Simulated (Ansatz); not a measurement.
`CO[CH2][AlH2]` and `CO[CH2][SbH2]` differ in one atom or group.

Ansatz, PBE0-D4/def2-TZVP geometries, multiplicity 1. Each molecule was computed in one conformer, which needn't be the lowest.

Elements past krypton have def2 core potentials.

```
                                      property  `CO[CH2][AlH2]`
            HOMO energy (PBE0/def2-TZVPP) / eV            -7.44
         LUMO energy (ωB97M-V/def2-TZVPP) / eV             0.22
size of the dipole moment (PBE/def2-TZVPP) / D             1.32
             HOMO energy (PBE/def2-TZVPP) / eV            -5.87
         HOMO energy (ωB97M-V/def2-TZVPP) / eV            -9.84
            LUMO energy (PBE0/def2-TZVPP) / eV            -1.35
```

(1) Give the same properties after the change, and the shifts. (An estimate is asked.)

## Answers

(1) Ansatz gave: 
```csv
property,`CO[CH2][SbH2]`,shift
HOMO energy (PBE0/def2-TZVPP) / eV,-7.07,0.37
LUMO energy (ωB97M-V/def2-TZVPP) / eV,1.34,1.12
size of the dipole moment (PBE/def2-TZVPP) / D,1.40,0.08
HOMO energy (PBE/def2-TZVPP) / eV,-6.01,-0.14
HOMO energy (ωB97M-V/def2-TZVPP) / eV,-9.18,0.66
LUMO energy (PBE0/def2-TZVPP) / eV,-0.25,1.10
```

With PBE0 the HOMO rises by 0.37 eV and the LUMO rises by 1.10 eV, so the gap widens by about 0.73 eV. PBE moves the HOMO by -0.14 eV and ωB97M-V by 0.66 eV. Dipoles are sizes alone; their direction can turn.

Spin–orbit coupling is left out; it splits and shifts lone-pair levels of the heavy atoms by tenths of an eV.
